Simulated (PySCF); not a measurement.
F4HNbS, SMILES [F][Nb]([F])([F])([F])[SH], multiplicity 1. Geometry optimised at PBE-D3(BJ)/def2-SVP. The multiplicity is an assumed one; no other spin state was optimised. The structure was generated by enumeration; whether it is a known compound was not checked. The def2 effective core potentials stand for the cores of Nb; spin–orbit coupling is left out. Other conformers were not sampled.

Computed equilibrium geometry at PBE-D3(BJ)/def2-SVP (PySCF confirms it by a frequency run) as a Z-matrix, and its point group (one conformer of several):
point group Cs.
```
Nb
F 1 1.8591
F 1 1.8591 2 123.02
F 1 1.8783 2 92.46 3 94.54
F 1 1.8844 2 91.96 4 171.85
S 1 2.3837 2 118.47 5 -88.30
H 6 1.3641 1 95.05 2 90.91
```
Charge 0, spin multiplicity 1.
